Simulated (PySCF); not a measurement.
Vertical excitations of a molecule CH6O3Si2 from PySCF with TDA-CAM-B3LYP/def2-SVPD, as energy in eV (oscillator strength): 5.76 (0.001), 7.56 (0.003), 7.91 (0.002), 8.08 (0.034), 8.17 (0.024), 8.25 (0.015), 8.37 (0.058), 8.50 (0.049), 8.55 (0.023), 8.74 (0.043). Lowest triplet (TDA): 5.18 eV. Coordinates come from a B3LYP-D3(BJ)/def2-SVP optimisation. Other conformers were not sampled.

**Question.** Which molecule gave these data?
(A) O=CO[SiH2]O[SiH3]
(B) O[Si@@H]1C[Si@H](O)O1
(C) O=C[Si@H](O)[SiH2]O
(D) O[SiH2][SiH]1OCO1

**Answer.** A, O=CO[SiH2]O[SiH3]
